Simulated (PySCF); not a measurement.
C4HCoO4, charge +1, doublet, geometry from GFN2-xTB (such geometries of metal compounds can be far from the true shape) (the multiplicity is a formal guess). Base run: DF-CAMB3LYP/def2-SV(P) (PySCF).

PySCF was given this input:
```python
from pyscf import gto, scf, dft

mol = gto.M(
    atom='''
Co    0.32135954   -0.03881246    0.09486624
O     1.66602219   -0.15098768   -2.50905497
C     1.13970211   -0.10801026   -1.52005356
O     0.11003334    0.39932444    2.98700799
C     0.17701032    0.23246837    1.88036585
O    -1.31545884    2.33540521   -0.60625963
C    -0.71729880    1.42496812   -0.34575408
O    -1.51429134   -2.39720258   -0.18868248
C    -0.88013862   -1.47825650   -0.10116030
H     1.43719963   -0.87139706    0.49413680
''',
    basis='def2-sv(p)',
    charge=1,
    spin=1,
    verbose=4,
    symmetry=True,
)

mf = dft.UKS(mol)
mf.xc = 'camb3lyp'
mf = mf.density_fit(auxbasis='def2-universal-jkfit')
mf.kernel()
mf.analyze()
```

The base run was repeated with changes; each row names its change, and settings that it needs were set with it.

| change | ΔE vs base (mEh) | point group used | SCF cycles | outcome |
|---|---|---|---|---|
| base | 0.000 | Cs | 26 | converged |
| irrep_nelec = A':(28, 28) A":(14, 13) | - | - | 50 | not converged |
| symmetry = off | 0.000 | C1 | 26 | converged |
| irrep_nelec = A':(30, 28) A":(12, 13) | - | - | 50 | not converged |

Open shells are given as the SCF converged; they aren't shown to be the lowest states, and a large step between rows can be another state.
